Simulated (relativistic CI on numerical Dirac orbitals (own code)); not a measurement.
Spin-allowed bands of a d2 ion in an octahedral site, by hand

Problem. Take Δ = 7900 cm⁻¹ and B = 880 cm⁻¹ for a d2 ion in an octahedral site. Calculate the three spin-allowed bands.

Working.
1. The terms of highest spin are 3F (energy 0) and 3P (15B = 13200 cm⁻¹). Here the F term splits into A2 at +1.2Δ = 9480, T2 at +0.2Δ = 1580 and T1 at −0.6Δ = -4740 cm⁻¹.
2. The two T1 states mix through the element 0.4Δ: H = [[-4740, 3160], [3160, 13200]], with roots ½(H₁₁ + H₂₂) ∓ ½√[(H₂₂ − H₁₁)² + 4H₁₂²] = ½(8460) ∓ ½(19021) = -5280 and 13740 cm⁻¹.
3. The ground term is 3T1 at -5280 cm⁻¹.
4. Bands: 3T2 6860 cm⁻¹ (1458 nm), 3A2 14760 cm⁻¹ (677 nm), 3T1(P) 19021 cm⁻¹ (526 nm).

Check. Exact diagonalisation of the whole d2 shell with these parameters gives 3T2 6860, 3A2 14760, 3T1 19021 cm⁻¹. The match is exact, since without spin-orbit coupling no other term has this spin. The ratio of the second band to the first, 2.152, depends on Δ/B = 9.0 alone, which is how a Tanabe-Sugano diagram is read.
